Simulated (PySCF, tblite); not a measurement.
Isomers of C2H12N2OSi3, one GFN2-xTB conformer each. Single-point energies are computed at PBE0/pcSseg-1 (PySCF, gas phase, no added dispersion term), electronic only.

Problem. Rank them by PBE0/pcSseg-1 energy, lowest first (kcal/mol).
A. `[OH:1][Si@@H:2]1[CH2:3][NH:4][Si@H:5]([CH2:6][SiH3:7])[NH:8]1` with H–O1–Si2–C3 58°, N4–Si5–C6–Si7 -167°, O1–Si2–C3–N4 -115°, Si2–C3–N4–Si5 -21°, C3–N4–Si5–C6 143°, N4–Si5–N8–Si2 -20°
B. `[NH2:1][C:2](=[O:3])[SiH2:4][N:5]([SiH3:6])[CH2:7][SiH3:8]` with H–N1–C2–O3 0° and 180°, N1–C2–Si4–N5 178°, C2–Si4–N5–Si6 1°, Si4–N5–C7–Si8 -93°

Solution. A (0.0), B (70.3).

As drawn, the lower has an O–H bond and an Si–O bond, which the higher lacks; the higher has a C=O bond and a C(=O)–N unit, which the lower lacks. GFN2-xTB itself gives, in the same order: 0.0, 40.4. Both levels put the same isomer lowest.

Problem. Which frontier levels, dipoles and rotational constants go with these structures?

Solution. 
| SMILES | HOMO (eV, PBE0/pcSseg-1) | LUMO (eV) | dipole (D) | A, B, C (MHz) |
| --- | --- | --- | --- | --- |
| O[Si@@H]1CN[Si@H](C[SiH3])N1 | -6.60 | 0.73 | 1.80 | 2279, 641.8, 547.9 |
| NC(=O)[SiH2]N([SiH3])C[SiH3] | -6.51 | -0.31 | 4.23 | 2037, 705.7, 583.6 |

Problem. What happens when harmonic zero-point energies from GFN2-xTB frequencies are added?

Solution. 
| SMILES | ZPE (kcal/mol) | electronic (kcal/mol) | with ZPE (kcal/mol) |
| --- | --- | --- | --- |
| O[Si@@H]1CN[Si@H](C[SiH3])N1 | 88.4 | 0.0 | 0.0 |
| NC(=O)[SiH2]N([SiH3])C[SiH3] | 83.7 | 70.3 | 65.5 |

The zero-point energies span 4.7 kcal/mol. The order is unchanged.
